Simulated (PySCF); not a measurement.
Excitation energy of P²⁺ by level of theory

P²⁺ [Ne] 3s2 3p1 (2P) → P²⁺ [Ne] 3s2 4s1 (2S), as a difference of total energies. Computed with PySCF 2.14 in x2c-QZVPPall with one added diffuse shell each of s, p, d, f type (10s7p5d3f1g, 86 functions), with the spin-free X2C one-electron Hamiltonian (Gaussian nucleus). Correlated levels: valence: [Ne] frozen. The calculations carry no spin-orbit coupling.

```tsv
method	excitation energy (eV)
UHF	14.454
MP2 (valence)	14.452
SCS-MP2 (valence)	14.485
CCSD (valence)	14.571
CCSD(T) (valence)	14.542
```

Task: How much does correlation contribute at CCSD(T) (valence)?

Result: 14.542 − (14.454) = 0.088 eV, measured against UHF.

The promoted electron is Rydberg-like, and one or two diffuse shells describe it only roughly, which tends to raise the upper state.
